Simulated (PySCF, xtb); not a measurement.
C2H4N, SMILES CC#[NH+], charge +1.

GFN2-xTB in xtb at its own geometry gives an orbital gap of 6.11 eV.

The structure is a stationary point at PBE-D3(BJ)/def2-TZVP. The isomer is the one that the SMILES or the coordinates give; other isomers of the formula were not compared.

Question: What does PBE0/def2-TZVPD (PySCF) give? (Estimate from the structure and the level; the computed values follow.)

Answer: gap 10.38 eV (levels -17.23 and -6.85 eV).
